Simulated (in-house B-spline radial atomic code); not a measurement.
Whole-atom quantities along the 8-electron series, configuration 1s2 2s2 2p1/2(2) 2p3/2(2). Breit and QED terms are first order and not part of the total energy; the density at the nucleus is averaged over the nuclear charge. Computed with a radial B-spline atomic code at the basis-set limit: Dirac-Hartree-Fock, jj configuration that fills j = l - 1/2 first, finite nuclei.

```csv
ion,Z,E/Z² (Eh),Σ<r²> (bohr²),n(0)/Z³ (bohr⁻³),Lamb diamagnetic shielding (ppm),repulsion over attraction,Breit energy (eV),self-energy (eV),vacuum polarisation (eV)
O,8,-1.1691,11.272,0.62444,395.43,0.15969,0.20652,0.13616,-0.0066423
F+,9,-1.2206,7.1182,0.63726,458.25,0.14813,0.31144,0.20996,-0.010734
Ne2+,10,-1.2645,4.9682,0.6495,520.96,0.13728,0.44833,0.30867,-0.016476
Mg4+,12,?,?,?,?,?,?,?,?
Al5+,13,-1.3633,2.2692,0.68419,709.27,0.1111,1.0946,0.79819,-0.047707
Si6+,14,-1.3884,1.8527,0.69532,772.2,0.10425,1.4032,1.0412,-0.064353
P7+,15,-1.4107,1.5418,0.70642,835.24,0.098146,1.7657,1.3322,-0.085003
S8+,16,-1.4306,1.3035,0.71758,898.41,0.092678,2.1866,1.6761,-0.11025
Cl9+,17,-1.4486,1.1166,0.72873,961.71,0.08776,2.6704,2.0781,-0.14073
Ar10+,18,-1.4648,0.96723,0.74023,1025.17,0.083319,3.2215,2.5433,-0.17713
K11+,19,-1.4797,0.84595,0.75226,1088.79,0.07929,3.8444,3.0771,-0.22016
Ca12+,20,-1.4932,0.7461,0.76444,1152.58,0.075621,4.5436,3.6849,-0.27059
Sc13+,21,-1.5057,0.66289,0.77681,1216.56,0.072267,5.3237,4.3721,-0.32924
Ti14+,22,-1.5173,0.5928,0.78969,1280.74,0.06919,6.1893,5.1444,-0.39697
V15+,23,-1.528,0.5332,0.80327,1345.13,0.066357,7.145,6.0075,-0.47469
Cr16+,24,-1.5381,0.4821,0.81704,1409.74,0.063741,8.1953,6.9671,-0.56336
Mn17+,25,-1.5475,0.43795,0.83116,1474.59,0.061319,9.3451,8.0293,-0.66399
Fe18+,26,-1.5563,0.39953,0.84604,1539.68,0.05907,10.599,9.2001,-0.77765
Co19+,27,?,?,?,?,?,?,?,?
Ni20+,28,-1.5726,0.3363,0.87781,1670.64,0.05502,13.438,11.892,-1.0486
Cu21+,29,-1.5801,0.31009,0.89357,1736.54,0.053192,15.032,13.426,-1.2083
Zn22+,30,?,?,?,?,?,?,?,?
Ga23+,31,-1.5942,0.26597,0.92805,1869.24,0.049867,18.596,16.901,-1.5828
Ge24+,32,-1.6008,0.24729,0.94598,1936.07,0.048352,20.576,18.857,-1.8003
As25+,33,-1.6071,0.23047,0.96541,2003.24,0.046923,22.693,20.967,-2.04
```

Problem. Fill in the row of Mg4+.

Solution. E/Z² (Eh): -1.3348; Σ<r²> (bohr²): 2.8468; n(0)/Z³ (bohr⁻³): 0.67284; Lamb diamagnetic shielding (ppm): 646.44; repulsion over attraction: 0.11881; Breit energy (eV): 0.83552; self-energy (eV): 0.59824; vacuum polarisation (eV): -0.034512.

Problem. Fill in the row of Co19+.

Solution. E/Z² (Eh): -1.5647; Σ<r²> (bohr²): 0.36591; n(0)/Z³ (bohr⁻³): 0.8613; Lamb diamagnetic shielding (ppm): 1605.02; repulsion over attraction: 0.056975; Breit energy (eV): 11.962; self-energy (eV): 10.486; vacuum polarisation (eV): -0.90546.

Problem. Fill in the row of Zn22+.

Solution. E/Z² (Eh): -1.5873; Σ<r²> (bohr²): 0.28679; n(0)/Z³ (bohr⁻³): 0.91064; Lamb diamagnetic shielding (ppm): 1802.74; repulsion over attraction: 0.051477; Breit energy (eV): 16.75; self-energy (eV): 15.093; vacuum polarisation (eV): -1.3859.

Problem. With what power of Z does the column «self-energy (eV)» change over this range?

Solution. A fit of the logarithm of its size against log Z from Z = 8 to 33 has slope 3.54. One-loop self-energy scales as Z⁴F(Zα), with F falling from low Z to about Z = 90.
